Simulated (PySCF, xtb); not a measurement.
CH11ClSi4, SMILES [SiH3][SiH]([SiH3])C[SiH2]Cl.

GFN2-xTB run with xtb at its own geometry gives an orbital gap of 3.83 eV and a dipole moment of 1.80 D.

The structure is a stationary point at PBE0-D3(BJ)/def2-SVP. The structure was generated by enumeration, and PubChem lists no compound with its InChIKey, so it may never have been made. One conformer was computed; it need not be the lowest.

Task: What does B3LYP/def2-TZVP (PySCF) give? (The exact figures need the calculation; the answer reports its results.)

Result: gap 6.96 eV (levels -7.55 and -0.58 eV), dipole 1.65 D.
